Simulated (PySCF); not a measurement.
C2H12Si3.
Bonds: C1–Si2, Si2–C3, C3–Si4, C3–Si5. Hydrogens: H6, H7, H8 on C1; H9, H10 on Si2; H11 on C3; H12, H13, H14 on Si4; H15, H16, H17 on Si5.

Theory: core-valence-separated Tamm–Dancoff BHandHLYP/aug-pcX-1 (pcseg-1 on H, def2-SVPD on Si) in PySCF, non-relativistic, gas phase, PBE0-D3(BJ)/def2-SVP geometry. No empirical shift is added; at this level the pattern usually sits a few eV under experiment.

Q: Give energies, oscillator strengths and core holes at the C K edge.

A: 
```tsv
E (eV)	f	core hole on	main final orbital
284.95	0.0069	C3	LUMO (48 %)
285.06	0.0019	C1	LUMO (67 %)
285.52	0.0247	C3	spread
285.67	0.0027	C3	LUMO+4 (39 %)
285.79	0.0282	C1	LUMO+1 (30 %)
285.86	0.0038	C3	spread
285.93	0.0309	C1	spread
286.02	0.0339	C3	spread
286.19	0.0280	C1	spread
286.31	0.0251	C3	spread
286.38	0.0047	C1	LUMO+3 (35 %)
```

The first line with a tenth or more of the strongest one's intensity is at 284.95 eV (f = 0.007), with the hole on C3 (sp3 carbon bound to silicon). The strongest listed is at 286.02 eV (f = 0.034; C3).

Roots within 0.03 eV whose holes lie on the same, on equivalent or on shared atoms are summed into one line, and the highest roots are left out, as the search may have cut off their partners. Final orbitals are the ground state's empty Kohn–Sham orbitals.

Q: What are the wavelength and the wavenumber of the 285.79 eV line?

A: λ = 12398.42 eV Å/285.79 eV = 43.383 Å; 2.3051 × 10⁶ cm⁻¹.

The list ends where the root search ended, not at a threshold.

Conformer computed: `[CH3:1][SiH2:2][CH:3]([SiH3:4])[SiH3:5]`: C1–Si2–C3–Si4 -65°.

One conformer stands for the species.
